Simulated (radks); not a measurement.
The numbers below are computed, except where a source is named.
Task: These are the eigenvalues of the occupied orbitals of an atom or ion with whole-number occupations (hartree). Level of theory: Dirac Kohn-Sham, exchange-only B88, spin-unpolarised, spherical densities, finite nucleus; Fermi nuclear charge, rms radius of each element as measured or else 0.836 A^(1/3) + 0.57 fm (a radial shooting solver on a logarithmic mesh with Libxc functionals).

| orbital | eigenvalue |
|---|---|
| 1s1/2 | -1424.583 |
| 2s1/2 | -228.0411 |
| 2p1/2 | -215.1908 |
| 2p3/2 | -200.0001 |
| 3s1/2 | -49.93539 |
| 3p1/2 | -44.51538 |
| 3p3/2 | -41.55184 |
| 3d3/2 | -32.05573 |
| 3d5/2 | -31.42087 |
| 4s1/2 | -11.21334 |
| 4p1/2 | -9.21425 |
| 4p3/2 | -8.57875 |
| 4d3/2 | -5.29630 |
| 4d5/2 | -5.18515 |
| 5s1/2 | -2.71472 |
| 5p1/2 | -2.14083 |
| 5p3/2 | -2.03460 |
| 4f5/2 | -1.52588 |

Which element is it, and in what charge state? The configuration may be excited. Open shells, if any, fill j = l - 1/2 first.

Result: Z = 57, lanthanum, charge +4: La4+ in [Kr] 4d9 5s2 5p5 4f1. The list shows which subshells hold electrons but not how many an open one holds; the 1s level, -1424.6 hartree, gives Z - s = 53.4 by -(Z - s)^2/2, which with screening and relativity narrows Z to a few neighbours, and the depths of the outer levels then fix element, charge and occupations together.
